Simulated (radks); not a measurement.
Charge is removed step by step from the 4f5/2 level of the praseodymium ion Pr3+, starting from [Xe] 4f(5/2: 2, 7/2: 0). Calculated with a radial shooting solver on a logarithmic mesh with Libxc functionals: Dirac Kohn-Sham, PBEsol, spin-unpolarised, spherical densities, point nucleus.

removed (e),E - E(0) (eV),eigenvalue (eV),E minus straight line (eV)
0,0.000,-29.988,0.000
0.1,3.087,-31.757,-0.832
0.2,6.352,-33.553,-1.487
0.3,9.798,-35.375,-1.960
0.4,13.428,-37.222,-2.250
0.5,17.244,-39.094,-2.354
0.6,21.248,-40.990,-2.269
0.7,25.442,-42.909,-1.994
0.8,29.830,-44.852,-1.525
0.9,34.414,-46.818,-0.862
1,39.195,-48.806,0.000

Removing the whole electron costs 39.195 eV by Delta-SCF, against 29.988 eV from minus the eigenvalue at the starting occupation. Slater's transition state (half an electron removed) gives 39.094 eV. Integrating minus the eigenvalue over the occupation (Janak's theorem) gives 39.195 eV. The mean slope of the eigenvalue, de/dn, is 18.8 eV per electron. Ionisation energy of Pr3+ in the NIST Atomic Spectra Database: 38.98 eV (semi-empirical).

Beside tabulated values, note that spin-unpolarised runs miss the spin-polarisation part of the exchange energy of open shells.
